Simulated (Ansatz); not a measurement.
A structure relaxed at PBE0-D4/def2-TZVP, charge 0, multiplicity 1:

| atom | x (Å) | y (Å) | z (Å) |
| --- | --- | --- | --- |
| Si1 | -1.989 | 0.504 | -1.065 |
| C2 | -0.607 | 0.441 | 0.206 |
| C3 | 0.562 | -0.439 | -0.239 |
| Ge4 | 2.013 | -0.507 | 1.081 |
| H5 | -2.511 | -0.867 | -1.317 |
| H6 | -3.112 | 1.365 | -0.603 |
| H7 | -1.471 | 1.047 | -2.351 |
| H8 | -1.026 | 0.079 | 1.152 |
| H9 | -0.270 | 1.465 | 0.400 |
| H10 | 0.985 | -0.077 | -1.181 |
| H11 | 0.230 | -1.465 | -0.423 |
| H12 | 1.474 | -1.060 | 2.413 |
| H13 | 2.553 | 0.915 | 1.328 |
| H14 | 3.169 | -1.403 | 0.599 |

(1) Give its formula and SMILES.

(2) Point group (tolerance 0.08 Å, 0.16 Å for H)?

(3) Summarise the bond lengths by kind.

Answers

(1) C2H10GeSi, `[SiH3]C[CH2][GeH3]`.

(2) Cs.

(3) 1 × C–Si 1.879 Å; 3 × H–Si 1.489 Å; 1 × C–C 1.529 Å; 4 × C–H 1.094 to 1.096 Å; 1 × C–Ge 1.963 Å; 3 × Ge–H 1.540 Å.

Computed with Ansatz.
